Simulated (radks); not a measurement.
Tl2+, 79 electrons, occupied as [Xe] 4f14 5d10 6s1. Calculated with a radial shooting solver on a logarithmic mesh with Libxc functionals: Dirac Kohn-Sham, BLYP, spin-unpolarised, spherical densities, finite nucleus; Fermi nuclear charge, rms radius 5.4759 fm.

Normalised radial functions P(r) = r R(r) (large component), r in bohr:

```
   r/bohr * 4f7/2, o 5d5/2, + 6s1/2 (the largest magnitude, 1.48, reaches the edge; | marks zero, & curves that meet)
 0.002745                             &+
  0.00369                             &+
 0.004961                             &+
 0.006724                             &+
  0.00904                             &+
  0.01215                             &+
  0.01634                             &
  0.02197                             &o
  0.02978                           + *o
  0.04003                           + * o
  0.05382                           + |* o
  0.07236                             + *  o
  0.09807                             | +  *o
   0.1319                             |  + o   *
   0.1773                             |&              *
   0.2383                        o +  |                     *
   0.3204                     o  +    |                          *
   0.4343                       o    +|                         *
   0.5839                             |  o  +             *
    0.785                             |     +     o*
    1.055                             +     *          o
    1.419                    +        | *             o
    1.923               +             *         o
    2.586                 +           *    o
    3.476                      +      * o
    4.674                           + &
    6.283                             &
```

4f7/2: eigenvalue -129.39 eV, 0 radial nodes, <r> = 0.471 bohr, 90 % of the charge inside 0.751 bohr. 5d5/2: eigenvalue -32.086 eV, 2 radial nodes at r = 0.188, 0.541 bohr, <r> = 1.39 bohr, 90 % of the charge inside 2.12 bohr. 6s1/2: eigenvalue -25.429 eV, 5 radial nodes at r = 0.0191, 0.0768, 0.198, 0.446, 1.04 bohr, <r> = 2.28 bohr, 90 % of the charge inside 3.31 bohr.
